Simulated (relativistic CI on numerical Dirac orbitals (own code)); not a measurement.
Computed by Dirac-Coulomb-Breit CI, KLI orbitals optimised for each configuration, QED by a radiative potential, unscaled Slater integrals (own radial code, finite nucleus).

The strongest absorption lines from the ground level of an ion, among the configurations computed and to levels below about 1410 eV (vacuum wavelength in nm, gf): 1.5507 (0.13), 1.8155 (0.5), 2.1580 (0.065), 2.2487 (0.59), 2.3265 (0.4), 4.2286 (5.6), 5.2342 (0.13), 5.7006 (0.00064).

(1) Which ion is it?
A. Os XXXI
B. Ta XXVIII
C. Au XXXIV
D. Au XXXII

Results:

(1) C. Au XXXIV has 46 electrons and the ground level 4s2 4p6 4d10 1S_0; the strongest line goes to 4s2 4p6 4d9 4f 1P°_1. The pattern of lines fixes the number of electrons, and along that sequence the line energies rise steadily with the charge (about as its square where n changes within one kind of shell, about linearly where n is kept but much faster in heavy ions where fine structure, which grows about as Z⁴, sets the gap, and irregularly where shells cross), which fixes Z. Configurations outside the model, such as inner-shell arrays, can give stronger lines. At this charge energies of transitions that change n are usually good to better than 1 %, and those within a shell (Δn = 0) to a few per cent.

LS names give the leading component of a level, which can be under half, so a name can repeat, a term be missing and a line seem to break the LS rules.
